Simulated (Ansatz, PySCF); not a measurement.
Pair of molecules: NH3 (SMILES N) (first 4 atoms) with HCl (SMILES Cl); geometry from B3LYP-D3(BJ)/def2-TZVP.
(charge 0, multiplicity 1):
```xyz
6

N     -0.030     0.077     0.609
H     -0.520    -0.755     0.299
H     -0.465     0.882     0.173
H      0.928     0.020     0.285
Cl    -0.129     0.317     3.673
H     -0.086     0.212     2.335
```

Basis-set superposition error: the interaction energy with monomers in their own basis, and in the dimer's basis (counterpoise).

Codes used: Ansatz (Gaussian basis) for Hartree–Fock, density functionals and correlated methods; PySCF for 6-31G* rows, M06-2X. Each number belongs to the level named beside it.

```tsv
level	uncorrected (kJ/mol)	counterpoise (kJ/mol)	difference
HF/aug-cc-pV(D+d)Z	-27.5	-25.5	2.0
revPBE/def2-TZVPPD	-39.1	-38.1	1.0
r2SCAN/def2-TZVPPD	-49.2	-48.5	0.8
B97M-V/def2-TZVPPD	-44.2	-43.5	0.8
M06-2X/def2-TZVPPD	-42.8	-42.0	0.8
CAM-B3LYP/def2-TZVPPD	-42.8	-42.0	0.8
wB97X-V/def2-TZVPPD	-42.8	-42.0	0.7
MP2/6-31G*	-54.0	-43.3	10.8
SCS-MP2/aug-cc-pV(D+d)Z	-39.6	-32.7	6.9
CCSD/aug-cc-pV(D+d)Z	-37.6	-31.3	6.4
```

The error is largest for MP2/6-31G* (10.8 kJ/mol) and smallest for wB97X-V/def2-TZVPPD (0.7 kJ/mol).

Ansatz is a program for electronic structure.
